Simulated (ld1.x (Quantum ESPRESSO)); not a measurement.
phosphorus (P): one change to a TM potential, before and after

```
Element                 : phosphorus (P)
Generator               : ld1.x (Quantum ESPRESSO) 7.5
Type                    : norm-conserving Troullier–Martins (Kleinman–Bylander form)
Functional              : LDA (PZ)
Relativity              : scalar-relativistic
Frozen core             : [Ne]
Valence charge          : 5
Reference configuration : 3s2 3p3
Partial waves           : 3s (bound): rc 1.25 bohr; 3p (bound): rc 1.55 bohr
Local potential         : all-electron potential smoothed inside 0.95 bohr (lloc = -1)
Core correction         : a·sin(br)/r model core inside 1.10 bohr
```

Change: wave 3s (bound): rc 1.25 bohr becomes 3s (bound): rc 1.80 bohr.

Cutoffs: the cutoffs (Ry, on a coarse ladder) from which the occupation-weighted sum of valence levels, in a spherical-Bessel basis at the reference potential, stays within 10 and 1 mRy of its value at 400 Ry; they do not see the model core or the augmentation charge, which bear on the density cutoff. Errors are all-electron minus pseudo energies relative to the spin-unpolarised reference configuration.

Question: What does the change do?

Answer: The potential gets softer (40 Ry and 100 Ry → 18 Ry and 45 Ry); both files keep a bound ghost (s); the errors of the 9 common tests hardly move. A larger radius leaves more room for a smooth pseudo-wave, so fewer plane waves are needed.

| quantity | base | changed |
| --- | --- | --- |
| cutoff, loose | 40 Ry | 18 Ry |
| cutoff, tight | 100 Ry | 45 Ry |
| loose cutoff by channel (10 mRy a level) | s 18 Ry, p 8 Ry | s 15 Ry, p 8 Ry |
| bound ghosts | s | s |
| error for 3s2 3p2, meV [ΔE 9.82 eV] | +13 | +13 |
| error for 3s2 3p1, meV [ΔE 29.07 eV] | +109 | +105 |
| error for 3s2 3p0, meV [ΔE 58.96 eV] | +472 | +460 |
| error for 3s1 3p0, meV [ΔE 111.15 eV] | +1382 | +1335 |
| error for 3s1 3p3, meV [ΔE 18.89 eV] | +23 | +20 |
| error for 3s2 3p2.5, meV [ΔE 3.82 eV] | +2.0 | +2.0 |
| error for 3s2 3p3.3, meV [ΔE -1.34 eV] | +0.5 | +0.4 |
| error for 3s2 3p3 (spin-polarised), meV [ΔE -1.51 eV] | +32 | +32 |
| error for 3s2 3p2 (spin-polarised), meV [ΔE 8.98 eV] | +36 | +35 |

 A true bound ghost makes a file unfit for plane-wave use even where its test errors are small: the radial tests pick states by their node count and pass the ghost by.
